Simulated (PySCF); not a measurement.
**Electron correlation in Cl²⁺ (chlorine, charge +2)**

[Ne] 3s2 3p2 4s1, 4s spin antiparallel (an excited configuration). Computed with PySCF 2.14 in aug-cc-pV(D+d)Z, with no relativity, point nucleus. Frozen: [Ne]; 5 electrons correlated.

MP2 pair energies summed by pair of shells (mhartree):

| pair | energy | share (%) |
| --- | --- | --- |
| 3s-3p | -34.97 | 48.1 |
| 3s-3s | -16.09 | 22.2 |
| 3p-4s | -8.31 | 11.4 |
| 3s-4s | -7.17 | 9.9 |
| 3p-3p | -6.10 | 8.4 |

Total MP2 correlation energy: -72.64 mhartree.

Same-spin part -12.76 and opposite-spin part -59.87 mhartree; SCS-MP2 scales them by 1/3 and 6/5 to -76.10 mhartree.
